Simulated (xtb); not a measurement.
Harmonic IR lines of one isomer of C9H6BNS, unscaled. All values below come from xtb 6.7.1 with GFN2-xTB.

wavenumber (cm⁻¹): 805 (w), 814 (m), 837 (w), 845 (vw), 1068 (m), 1159 (vw), 1208 (s), 1315 (w), 1388 (w), 1487 (m), 1534 (w), 1573 (w), 2373 (vs), 2652 (s), 2696 (m), 3100 (w), 3124 (w)

Problem. Identify which structure gives these lines.
A. `Bc1cc(C#N)cc2sccc12`
B. `Bc1cc2ccsc2cc1C#N`
C. `Bc1cc2ccc(C#N)cc2s1`
D. `Bc1cc(C#N)c2ccsc2c1`

Solution. C, `Bc1cc2ccc(C#N)cc2s1`
